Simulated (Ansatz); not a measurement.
A cut through the energy surface

CH4OSn (SMILES [CH3][Sn][OH]), singlet, at its PBE0-D4/def2-TZVP minimum:

C1  (-0.773, 0.486, -0.227)
Sn2  (1.310, 0.353, -0.904)
O3  (1.821, -1.058, 0.396)
H4  (-1.260, -0.488, -0.342)
H5  (-1.349, 1.230, -0.782)
H6  (-0.799, 0.749, 0.836)
H7  (1.110, -1.341, 0.977)
(Å)

The bond length C1–H5 (1.092 Å at the minimum) is set to the values below, with the rest relaxed at PBE0-D4/def2-TZVP at each step. Each method's energies count from its own value at the PBE0-D4 minimum structure. Computed with Ansatz 0.2.0 (basis: def2-TZVPP); correlated methods freeze the cores. Filled d shells of the heavier atoms are correlated. Core potentials replace the inner electrons of the atoms past krypton. The def2 sets are not built for correlating such inner shells, so the correlated values are less sure here. B3LYP uses VWN-RPA correlation.

CCSD(T) energies along the scan:
```tsv
bond length (Å)	CCSD(T) (kcal/mol)
0.895	21.90
0.941	11.58
1.009	2.99
1.087	0.01
1.175	2.25
1.269	8.50
1.368	17.30
1.473	25.98
1.583	35.99
```
They count from the CCSD(T) energy at the PBE0-D4 minimum.

Minimum and curvature along this coordinate at CCSD(T): A fifth-order fit through the nearest points gives 1.091 Å, with a curvature of about 33 eV/Å².

Largest difference from the CCSD(T) curve over the scan: PBE-D4 1.96; r2SCAN-D4 0.15; B3LYP-D4 0.46; wB97M-V 1.33 kcal/mol. Each curve counts from its own value at the minimum.

The T1 diagnostic stays at or below 0.018.

For scale, one of the runs: CCSD(T)/def2-TZVPP, 168 basis functions (an equivalent command: `ansatz run in.yaml --threads 4`). Hardware: 4 CPU threads, shared host. Wall time 28 s; peak host memory 1.6 GiB.
